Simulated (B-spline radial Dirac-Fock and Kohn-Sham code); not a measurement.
Relativistic shifts of the levels of K⁹⁺

System: potassium as K⁹⁺, 1s2 2s2 2p6.

Both columns are ΔSCF binding energies of the configuration average from a B-spline atomic structure program: non-relativistic Hartree-Fock with a point nucleus, and Dirac-Fock with a finite nucleus and the Coulomb interaction alone, averaged over the two j levels with weights 2j+1.

| shell | Hartree-Fock (eV) | Dirac-Fock (eV) | shift (eV) | shift (%) |
| --- | --- | --- | --- | --- |
| 1s | 3818.1 | 3836.0 | +17.86 | +0.47 |
| 2s | 582.4 | 585.9 | +3.55 | +0.61 |
| 2p | 502.6 | 503.2 | +0.57 | +0.11 |

Relativity binds 1s, 2s, 2p more strongly, among those listed most of all 2s in relative terms.

Values without a named source are computed, but for edge energies of neutral atoms, which are taken from tables.
